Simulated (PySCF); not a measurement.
C4H10O2Zn2. Atoms are numbered in the order given.

```xyz
18

C     -2.6340    -0.3772    -2.5013
Zn    -1.5853    -0.1455    -0.8966
O     -0.5382    -0.0071     0.5766
C     -0.7078     0.8242     1.7276
C      0.4890     0.5768     2.6546
O      1.6897     0.6562     1.9683
Zn     1.5768    -0.0703     0.2751
C      2.0032    -0.7300    -1.5216
H     -3.5590    -0.9336    -2.2859
H     -2.9039     0.5988    -2.9328
H     -2.0520    -0.9395    -3.2478
H     -1.6607     0.5963     2.2410
H     -0.7225     1.8898     1.4238
H      0.4404     1.3271     3.4736
H      0.3377    -0.4187     3.1386
H      3.0363    -0.4893    -1.8178
H      1.3357    -0.2866    -2.2823
H      1.8888    -1.8255    -1.5816
```
Charge 0, spin multiplicity 1.

Geometry: B3LYP-D3(BJ)/def2-SVP. Other conformers were not sampled.

Level of theory: PBE/def2-SVP in PySCF.

Isolated molecule, no solvent.

Question: Estimate the frontier levels, gap, dipole moment and polarisability. (An estimate is asked for; the answer gives what the named calculation found.)

Answer: 
highest occupied level: -4.57 eV
lowest empty level: -1.45 eV
orbital gap: 3.12 eV
dipole moment: 4.69 D
quadrupole, principal values (traceless, Buckingham form, about the centre of nuclear charge): -9.68, 3.85, 5.84 D·Å
mean static polarisability: 94.6 bohr³ (14.02 Å³)
polarisability, principal values: 67.7, 96.1, 120.1 bohr³
